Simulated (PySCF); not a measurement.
Compound: 4-methoxypyridine, C₆H₇NO.
Geometry (GFN2-xTB, Å), atoms numbered from 1 in this order:
```xyz
15
C6H7NO angstrom
C      2.474   -0.062    0.184
O      1.415    0.862    0.089
C      0.149    0.392    0.003
C     -0.870    1.347   -0.080
C     -2.176    0.913   -0.172
N     -2.529   -0.364   -0.184
C     -1.565   -1.261   -0.103
C     -0.216   -0.952   -0.009
H      2.526   -0.704   -0.701
H      3.381    0.537    0.247
H      2.385   -0.682    1.081
H     -0.615    2.394   -0.071
H     -2.990    1.623   -0.240
H     -1.887   -2.294   -0.116
H      0.512   -1.744    0.051
```

The closed-shell ground state was solved at several levels (PySCF, density fitting, gas phase, non-relativistic).

```
            level  basis functions  total energy (Eh)  HOMO (eV)  LUMO (eV)  gap (eV)  dipole (D)
wB97X-D/def2-SVPD              219          -362.4362      -9.06       1.28     10.34        3.22
      B3LYP/pcJ-1              286          -362.8235      -6.99      -0.59      6.40        3.27
```

(1) Estimate the row for PBE0/pcSseg-1, a basis of 171 functions; the other rows only guide the guess.

(2) Over all these levels, which gives the widest orbital gap and which the narrowest?

(3) How far do the dipole and the HOMO energy spread over the levels?

Results:

(1) Total energy -362.3470 Eh, HOMO -7.24 eV, LUMO -0.42 eV, gap 6.82 eV, dipole 3.31 D.

(2) wB97X-D/def2-SVPD (range-separated hybrid) has the widest, 10.34 eV, and B3LYP/pcJ-1 (global hybrid, 20 % exact exchange) the narrowest, 6.40 eV. Functional and basis both differ between the two, so the spread mixes both effects.

(3) The dipole runs from 3.22 to 3.31 D (mean 3.27 D) and the HOMO from -9.06 to -6.99 eV.

One conformer stands for the species.

wB97X-D is run here without its empirical dispersion term; that term would change no orbital, density or response property at a fixed geometry.
